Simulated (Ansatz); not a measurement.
One change: `[Cl][In]([Br])[Br]` becomes `S[S][In]([Br])[Br]`.

Ansatz, PBE0-D4/def2-TZVP geometries, multiplicity 1. Each molecule was computed in one conformer, which needn't be the lowest.

Elements past krypton have def2 core potentials. Scalar relativity is left out up to krypton.

```json
{"property": "HOMO energy (PBE0/def2-TZVPP) / eV", "`[Cl][In]([Br])[Br]`": "-8.85"}
{"property": "LUMO energy (ωB97M-V/def2-TZVPP) / eV", "`[Cl][In]([Br])[Br]`": "-1.03"}
{"property": "HOMO–LUMO gap (PBE0/def2-TZVPP) / eV", "`[Cl][In]([Br])[Br]`": "5.90"}
{"property": "HOMO energy (B3LYP/def2-TZVPP) / eV", "`[Cl][In]([Br])[Br]`": "-8.56"}
{"property": "size of the dipole moment (ωB97M-V/def2-TZVPP) / D", "`[Cl][In]([Br])[Br]`": "0.39"}
{"property": "size of the dipole moment (B3LYP/def2-TZVPP) / D", "`[Cl][In]([Br])[Br]`": "0.43"}
```

(1) What does the change do to each property? (An estimate is asked.)

## Answers

(1) Ansatz gave: 
```tsv
property	`S[S][In]([Br])[Br]`	shift
HOMO energy (PBE0/def2-TZVPP) / eV	-7.42	1.43
LUMO energy (ωB97M-V/def2-TZVPP) / eV	-0.80	0.23
HOMO–LUMO gap (PBE0/def2-TZVPP) / eV	4.76	-1.14
HOMO energy (B3LYP/def2-TZVPP) / eV	-7.19	1.37
size of the dipole moment (ωB97M-V/def2-TZVPP) / D	1.47	1.08
size of the dipole moment (B3LYP/def2-TZVPP) / D	1.65	1.22
```

With PBE0 the HOMO rises by 1.43 eV and the LUMO rises by 0.30 eV, so the gap narrows by about 1.13 eV. PBE moves the HOMO by 1.23 eV and ωB97M-V by 1.60 eV. The zero-point energy changes by 26.6 kJ/mol with +6 modes. Dipoles are sizes alone; their direction can turn.

B3LYP here is the variant with VWN-RPA as its local correlation; programs differ in this.

Spin–orbit coupling is left out; it splits and shifts lone-pair levels of the heavy atoms by tenths of an eV.
